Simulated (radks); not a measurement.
Task: Ba XLII, configuration [Ne] 3s2 3p3. Method: Dirac Kohn-Sham, exchange-only PBE, spin-unpolarised, spherical densities, finite nucleus; open shells fill j = l - 1/2 first; Fermi nuclear charge, rms radius 4.8378 fm; computed with a radial shooting solver on a logarithmic mesh with Libxc functionals. Some entries of the table are withheld. Estimate them.

orbital,occ.,eigenvalue (eV),r(max) (bohr)
1s1/2,2,-39761.74,0.01642
2s1/2,2,-8307.731,0.09245
2p1/2,2,-7997.624,0.07059
2p3/2,4,-7605.754,0.07555
3s1/2,2,-3249.635,(1)
3p1/2,2,-3136.866,(2)
3p3/2,1,-3038.609,(3)

Result: 
(1) 3s1/2 r(max) (bohr): 0.2496
(2) 3p1/2 r(max) (bohr): 0.2345
(3) 3p3/2 r(max) (bohr): 0.2434
